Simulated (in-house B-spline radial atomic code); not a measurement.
A radial electron density 4πr²n(r) was computed for an atom or ion in its tabulated ground configuration with a B-spline radial code for spherical atoms; method: Dirac-Hartree-Fock, average of configuration. Columns: r (bohr), 4πr²n(r) (electrons per bohr), bar.

```
0.000529    1.843 #
0.000613    2.357 #
 0.00071    3.005 #
0.000823    3.828 ##
0.000953    4.855 ##
  0.0011    6.108 ###
 0.00128    7.758 ####
 0.00148    9.718 #####
 0.00172    12.21 ######
 0.00199    15.17 #######
  0.0023     18.7 #########
 0.00267    23.04 ###########
 0.00309    28.04 ##############
 0.00358    33.87 #################
 0.00414     40.4 ####################
  0.0048    47.75 #######################
 0.00556    55.59 ###########################
 0.00644    63.67 ###############################
 0.00746     71.6 ###################################
 0.00864    78.82 ######################################
    0.01     84.7 #########################################
  0.0116    88.68 ###########################################
  0.0134    90.12 ############################################
  0.0155    88.89 ###########################################
   0.018    85.06 ##########################################
  0.0209    79.45 #######################################
  0.0242    73.63 ####################################
   0.028    69.25 ##################################
  0.0324    67.88 #################################
  0.0375    70.35 ##################################
  0.0435    76.22 #####################################
  0.0504    83.21 #########################################
  0.0583    87.94 ###########################################
  0.0676    87.14 ###########################################
  0.0783     78.9 #######################################
  0.0907    63.96 ###############################
   0.105    45.63 ######################
   0.122    27.68 ##############
   0.141    14.43 #######
   0.163    6.203 ###
   0.189    2.088 #
   0.219   0.5433 
   0.254   0.1033 
   0.294  0.01423
```

Question: Which atom or ion is it?
A. Er59+
B. Er58+
C. Dy59+
D. Lu60+

Answer: A. The area under the curve, ∫4πr²n dr = ∫r·4πr²n d(ln r) on this logarithmic grid, is 9 electrons, which only this option has. The configuration is [He] 2s2 2p5.
